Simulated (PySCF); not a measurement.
C2H3F3OSi.
Structure used (PBE0-D3(BJ)/def2-SVP), in Å, numbered top down from 1:
```
atom  x, y, z in Å
O1     0.0390   -1.9118    0.2735
C2    -0.0690   -0.7260    0.1165
Si3    1.4662    0.3707   -0.3505
C4    -1.4454   -0.0538    0.2934
F5    -2.3852   -0.9118    0.6351
F6    -1.3524    0.8884    1.2354
F7    -1.7910    0.5409   -0.8512
H8     2.4272    0.2369    0.7793
H9     1.0871    1.7948   -0.5607
H10    2.0326   -0.2227   -1.5929
```

Method used: TDDFT PBE0/def2-SVPD, vertical, gas phase, core orbitals frozen in the response (PySCF).

Excitation energies and transition dipoles (atomic units, axes of the coordinates) of those of the lowest 10 singlets that add 0.02 au or more to the mean polarisability:

```csv
state,ΔE (hartree),μx,μy,μz
S1,0.1252,-0.017,-0.011,-0.079
S2,0.2473,0.017,0.047,0.191
S3,0.2513,-0.205,-0.017,0.010
S4,0.2612,-0.503,-0.278,0.129
S5,0.2707,-0.303,-0.127,0.074
S6,0.2834,-0.960,-0.581,0.262
S7,0.2896,0.067,0.035,-0.073
S9,0.3043,0.002,0.020,0.097
S10,0.3097,0.170,-0.220,0.005
```

What does each state add to αxx, αyy and αzz, and how do the sums compare with the full static tensor?

Each state adds 2 μα² / ΔE.

```json
{"state": "S1", "αxx (au)": "0.00", "αyy (au)": "0.00", "αzz (au)": "0.10"}
{"state": "S2", "αxx (au)": "0.00", "αyy (au)": "0.02", "αzz (au)": "0.29"}
{"state": "S3", "αxx (au)": "0.34", "αyy (au)": "0.00", "αzz (au)": "0.00"}
{"state": "S4", "αxx (au)": "1.94", "αyy (au)": "0.59", "αzz (au)": "0.13"}
{"state": "S5", "αxx (au)": "0.68", "αyy (au)": "0.12", "αzz (au)": "0.04"}
{"state": "S6", "αxx (au)": "6.50", "αyy (au)": "2.38", "αzz (au)": "0.49"}
{"state": "S7", "αxx (au)": "0.03", "αyy (au)": "0.01", "αzz (au)": "0.04"}
{"state": "S9", "αxx (au)": "0.00", "αyy (au)": "0.00", "αzz (au)": "0.06"}
{"state": "S10", "αxx (au)": "0.19", "αyy (au)": "0.31", "αzz (au)": "0.00"}
{"state": "all 10 states", "αxx (au)": "9.7", "αyy (au)": "3.4", "αzz (au)": "1.1"}
{"state": "full response", "αxx (au)": "63.1", "αyy (au)": "60.2", "αzz (au)": "50.4"}
{"state": "share (%)", "αxx (au)": "15", "αyy (au)": "6", "αzz (au)": "2"}
```

The rest comes from the higher roots of the same response equations.

Give the full tensor and its principal values.

In au, rows and columns x, y, z:
```
x   63.1  3.4 -3.2
y    3.4 60.2 -2.3
z   -3.2 -2.3 50.4
```
Principal values 49.4, 58.0 and 66.3 au; mean 57.9 au (8.58 Å³).

By how much does the contribution of these states grow at 532 nm?

With ω = 0.0856 hartree each state's term in the mean polarisability goes from f / ΔE² to f / (ΔE² − ω²), f = (2/3) ΔE |μ|²; the sum over all 10 states goes from 4.76 to 5.29 au, a rise of 0.53 au.
